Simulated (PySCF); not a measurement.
From one molecule to another.

First species: C₂H₁₁NOSi₄.
InChI=1S/C2H11NOSi4/c3-1-2-8(6)7-4-5/h8H,2,7H2,5-6H3/t8-/m1/s1

Second species: C5H13NSi3.
Structure used (GFN2-xTB), in Å, numbered top down from 1:
```xyz
22
C5H13NSi3 angstrom
Si    -1.3684    0.5474    1.8486
N     -2.0563    0.8717    0.2808
Si    -3.7838    1.0044    0.1004
Si    -1.0285    1.4775   -1.0038
C      0.5496    0.5263   -1.0204
C      1.5828   -0.0966   -1.0547
C      2.7920   -0.8553   -1.0460
C      2.7426   -2.2925   -0.5926
C      3.3832   -1.2636    0.2799
H     -1.2041    1.7934    2.6078
H     -2.2806   -0.3492    2.5564
H     -0.0699   -0.0903    1.6473
H     -4.2282    2.3783    0.3675
H     -4.1155    0.6359   -1.2756
H     -4.4055    0.0829    1.0480
H     -0.7377    2.9025   -0.7828
H     -1.7355    1.2591   -2.2680
H      3.4795   -0.6044   -1.8461
H      3.3709   -3.0056   -1.1051
H      1.7832   -2.6859   -0.2924
H      4.4586   -1.2591    0.3758
H      2.8610   -0.9576    1.1740
```

Levels: PBE0/pcSseg-1 for dipole moment, HOMO energy, LUMO energy and HOMO–LUMO gap; GFN2-xTB for rotational constant A and rotational constant C. Geometries: GFN2-xTB. Each species is one conformer at its optimised geometry, gas phase, non-relativistic unless stated; the electronic structure was computed with PySCF and density fitting.

Dipoles, sizes and rotational constants follow the conformer. The torsions of the flexible species, by atom-mapped SMILES:
- `[N:1]#[C:2][CH2:3][Si@H:4]([SiH3:5])[SiH2:6][O:7][SiH3:8]`: C2–C3–Si4–Si5 65°, C3–Si4–Si6–O7 171°, Si4–Si6–O7–Si8 167°
- `[SiH3:1][N:2]([SiH3:3])[SiH2:4][C:5]#[C:6][CH:7]1[CH2:8][CH2:9]1`: Si1–N2–Si4–C5 44°

Question: Which has the higher HOMO–LUMO gap?

Answer: The first: 6.94 eV against 6.86 eV, a difference of 0.08 eV.

Question: Which of the two has the higher dipole moment, and by how much?

Answer: The first: 3.80 D against 1.84 D, a difference of 1.96 D.

Question: Which of the two has the higher rotational constant A, and by how much?

Answer: The second: 1.985 GHz against 1.413 GHz, a difference of 0.572 GHz.

Question: Which of the two has the higher HOMO energy, and by how much?

Answer: The second: -7.29 eV against -8.17 eV, a difference of 0.88 eV.

Question: Which has the higher LUMO energy?

Answer: The second: -0.43 eV against -1.23 eV, a difference of 0.80 eV.

Question: Which of the two has the higher rotational constant C, and by how much?

Answer: The first: 0.435 GHz against 0.374 GHz, a difference of 0.061 GHz.

On the first: The dipole equals about 12.7 × 10⁻³⁰ C·m (1 D = 3.33564 × 10⁻³⁰ C·m).

On the second: In atomic units the dipole is 0.73 e·bohr (1 au = 2.5417 D). A dipole of 1.84 D is allowed in C1, and pure rotational transitions are dipole-allowed. GFN2-xTB frequencies show an imaginary mode (31i cm⁻¹), so this geometry is no minimum at that level.
